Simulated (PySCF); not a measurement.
Molecule: ethynylcyclohexane (SMILES C#CC1CCCCC1).

Bonds (- single, = double, # triple, : aromatic): C1#C2, C2-C3, C3-C4, C4-C5, C5-C6, C6-C7, C7-C8, C8-C3. C1 carries H9; C3 carries H10; C4 carries H11, H12; C5 carries H13, H14; C6 carries H15, H16; C7 carries H17, H18; C8 carries H19, H20. H12, H13, H15, H18, H20 are cis to C2 on the ring; H11, H14, H16, H17, H19 are trans to C2 on the ring.

Frames of a GFN2-xTB Langevin trajectory at 400 K; GIAO PBE0/pcSseg-1 shieldings in PySCF, gas phase, non-relativistic; equivalent atoms averaged within each frame.

References, each an isolated molecule treated in the same way: TMS for ¹³C (186.93 ppm) and ¹H (31.72 ppm). The references are static minima.

Problem. How do the shifts (ppm) fluctuate along the trajectory?

Solution. 
```csv
time (fs),C2,C1,C4/C8,C6,C5/C7,C3,H16,H12/H20,H14/H17,H13/H18
optimised geometry,94.0,74.4,37.7,29.9,30.1,31.4,1.71,1.30,1.18,1.79
250,96.0,75.2,32.0,25.4,24.5,21.4,1.93,1.61,1.54,1.50
425,96.6,72.8,34.2,34.4,28.1,29.7,3.27,0.66,1.40,1.86
625,93.6,75.1,34.9,34.1,29.8,36.7,2.90,2.12,2.15,1.93
800,97.2,74.7,45.4,34.7,29.9,29.6,2.88,1.92,1.04,1.58
1000,93.7,72.8,39.7,31.7,27.5,29.7,1.88,2.54,1.46,1.43
mean of frames,95.4,74.1,37.3,32.1,28.0,29.4,2.57,1.77,1.52,1.66
standard deviation,1.7,1.2,5.4,3.9,2.2,5.4,0.63,0.71,0.40,0.22
```

5 frames give an uncertainty of the mean of about the standard deviation over 2.2 at best, since frames this close in time may not be independent; classical motion lacks zero-point vibration, and the reference would need the same averaging.
